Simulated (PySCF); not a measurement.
## Electron affinity of Sn by level of theory

Sn⁻ [Kr] 4d10 5s2 5p3 (4S) → Sn [Kr] 4d10 5s2 5p2 (3P), as a difference of total energies. Computed with PySCF 2.14 in aug-cc-pVQZ-DK3, with scalar relativity by spin-free X2C-1e. Correlated levels: valence: [Kr] 4d10 frozen. The calculations carry no spin-orbit coupling.

```
           method  electron affinity (eV)  plus first-order spin-orbit estimate  error of that sum (eV)
              UHF                   0.959                                 0.707                  -0.405
              LDA                   1.557                                 1.305                  +0.193
              PBE                   1.427                                 1.175                  +0.063
             PBE0                   1.420                                 1.168                  +0.056
           r2SCAN                   1.520                                 1.269                  +0.157
            B3LYP                   1.345                                 1.093                  -0.019
        BHandHLYP                   1.192                                 0.940                  -0.172
           B2PLYP                   1.269                                 1.017                  -0.095
    MP2 (valence)                   1.382                                 1.130                  +0.018
SCS-MP2 (valence)                   1.240                                 0.988                  -0.124
```

Reference: 1.112 eV (measured; photodetachment measurements, as compiled on the Wikipedia data page of electron affinities).

A first-order spin-orbit estimate (lowest level to lowest level, LS coupling) adds -0.252 eV.

Errors of the correlated levels include the incompleteness of this basis and the frozen core.

In the anion the highest occupied orbital energy is positive at LDA, PBE, PBE0, r2SCAN, B3LYP, a self-interaction effect; the basis confines that electron, and the energy difference can still be sensible.
